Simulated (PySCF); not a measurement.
Species: CH2BF3S.
InChI=1S/CH2BF3S/c2-6-1(3,4)5/h2H2

All values: wB97X-D/def2-SVPD (PySCF, non-relativistic), on one gas-phase PBE0-D3(BJ)/def2-SVP geometry that isn't relaxed in the solvent. The solvent is an IEF-PCM continuum (cavity from Bondi-type radii × 1.2), and excitations are vertical TDDFT with non-equilibrium linear response and a frozen core. Specific hydrogen bonds and non-electrostatic terms are outside this model.

Gas-phase singlets (H = HOMO, L = LUMO):

```csv
state,E (eV),λ (nm),f,leading configurations
S1,6.326,196,0.000,H-1→L 94%
S2,6.424,193,0.140,H→L 94%
S3,6.909,179,0.002,"H-2→L 75%, H→L+1 19%"
S4,7.150,173,0.000,"H→L+1 67%, H-2→L 21%"
S5,8.492,146,0.001,H-3→L 92%
```

What are the lowest 5 singlets in cyclohexane (ε = 2.017)?

| state | E (eV) | λ (nm) | f | leading configurations | change by rank (eV) |
| --- | --- | --- | --- | --- | --- |
| S1 | 6.321 | 196 | 0.000 | H-1→L 94% | -0.005 |
| S2 | 6.360 | 195 | 0.179 | H→L 95% | -0.064 |
| S3 | 6.901 | 180 | 0.003 | H-2→L 76%, H→L+1 19% | -0.008 |
| S4 | 7.131 | 174 | 0.000 | H→L+1 68%, H-2→L 20% | -0.019 |
| S5 | 8.464 | 146 | 0.145 | H-1→L+1 77%, H-2→L+1 8% | -0.028 |

How does the list change in chloroform (ε = 4.711)?

```
state  E (eV)  λ (nm)      f   leading configurations  change by rank (eV)
   S1   6.331     196  0.000                H-1→L 94%               +0.005
   S2   6.375     194  0.179                  H→L 95%               -0.049
   S3   6.906     180  0.003     H-2→L 75%, H→L+1 19%               -0.003
   S4   7.133     174  0.000     H→L+1 67%, H-2→L 21%               -0.017
   S5   8.462     147  0.146  H-1→L+1 77%, H-2→L+1 8%               -0.030
```

How do the frontier levels move from gas to chloroform?

```json
{"orbital": "LUMO+2", "gas (eV)": "2.02", "solvent (eV)": "2.11", "change (eV)": "+0.09"}
{"orbital": "LUMO+1", "gas (eV)": "1.63", "solvent (eV)": "1.76", "change (eV)": "+0.13"}
{"orbital": "LUMO", "gas (eV)": "0.03", "solvent (eV)": "0.21", "change (eV)": "+0.18"}
{"orbital": "HOMO", "gas (eV)": "-10.86", "solvent (eV)": "-10.74", "change (eV)": "+0.12"}
{"orbital": "HOMO-1", "gas (eV)": "-11.60", "solvent (eV)": "-11.47", "change (eV)": "+0.13"}
{"orbital": "HOMO-2", "gas (eV)": "-12.49", "solvent (eV)": "-12.34", "change (eV)": "+0.15"}
{"orbital": "HOMO-3", "gas (eV)": "-13.58", "solvent (eV)": "-13.47", "change (eV)": "+0.11"}
```

The HOMO–LUMO gap goes from 10.90 to 10.95 eV.

Conformer computed: `[BH2:1][S:2][C:3]([F:4])([F:5])[F:6]`: B1–S2–C3–F4 60°.
